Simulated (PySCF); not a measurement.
C₂H₅ClO₂Si, SMILES CC(=O)O[SiH2]Cl. Geometry optimised at PBE-D3(BJ)/def2-SVP. The values are those of a single conformer.

### Question
Give the equilibrium geometry at PBE-D3(BJ)/def2-SVP (PySCF confirms it by a frequency run) as a Z-matrix. (Estimate from the structure and the level; the computed values follow.)

### Answer
One answer among several that fit: 
```
C
O 1 1.2153
O 1 1.3687 2 121.85
C 1 1.5055 2 126.15 3 -179.64
H 4 1.1033 1 109.97 2 -1.47
H 4 1.1081 5 110.39 1 121.52
H 4 1.1084 5 110.15 6 117.67
Si 3 1.7192 1 117.79 2 1.25
H 8 1.4920 3 111.22 1 51.70
H 8 1.4921 9 112.85 3 -114.52
Cl 8 2.0673 9 110.59 10 -121.86
```
